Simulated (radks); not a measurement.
Results of a calculation; reference values are marked as such.
Se4+, 30 electrons, occupied as [Ne] 3s2 3p4 3d10 4s2 4d2 (not the ground configuration). Code: a radial shooting solver on a logarithmic mesh with Libxc functionals. Model: scalar-relativistic Kohn-Sham, PBEsol, spin-polarised, spherical densities, finite nucleus; open shells are filled with parallel spins first; Fermi nuclear charge, rms radius 4.14 fm. Some entries of the table are withheld. Estimate them.

| orbital | occ. | eigenvalue (hartree) | <r^2> (bohr^2) | <1/r> (bohr^-1) |
|---|---|---|---|---|
| 1s up | 1 | -463.0154 | 0.002618 | 34.54 |
| 1s down | 1 | -462.9543 | 0.002618 | 34.55 |
| 2s up | 1 | -62.48464 | 0.04526 | 7.635 |
| 2s down | 1 | -62.43369 | 0.04523 | 7.635 |
| 2p up | 3 | -55.44329 | 0.03578 | 7.483 |
| 2p down | 3 | -55.37290 | 0.03577 | 7.481 |
| 3s up | 1 | -11.03023 | 0.3645 | 2.537 |
| 3s down | 1 | -10.88389 | 0.3664 | 2.530 |
| 3p up | 3 | -8.79607 | 0.3836 | 2.398 |
| 3p down | 1 | -8.65144 | 0.3863 | 2.390 |
| 3d up | 5 | -5.08279 | 0.4152 | 2.143 |
| 3d down | 5 | -4.95399 | 0.4196 | 2.138 |
| 4s up | 1 | -2.72757 | 2.445 | (1) |
| 4s down | 1 | -2.63671 | 2.423 | (2) |
| 4p up | 0 | -2.16394 | 2.998 | 0.8149 |
| 4p down | 0 | -2.06723 | 2.983 | 0.8220 |
| 4d up | 2 | -1.34784 | 4.787 | 0.6358 |
| 4d down | 0 | -1.24893 | 4.889 | 0.6351 |
| 5s up | 0 | -1.10008 | (3) | 0.4405 |
| 4f up | 0 | -0.72473 | 10.02 | 0.3936 |
| 5d up | 0 | -0.64230 | 20.87 | 0.3158 |

Answer. 
(1) 4s up <1/r> (bohr^-1): 0.9124
(2) 4s down <1/r> (bohr^-1): 0.9201
(3) 5s up <r^2> (bohr^2): 10.51
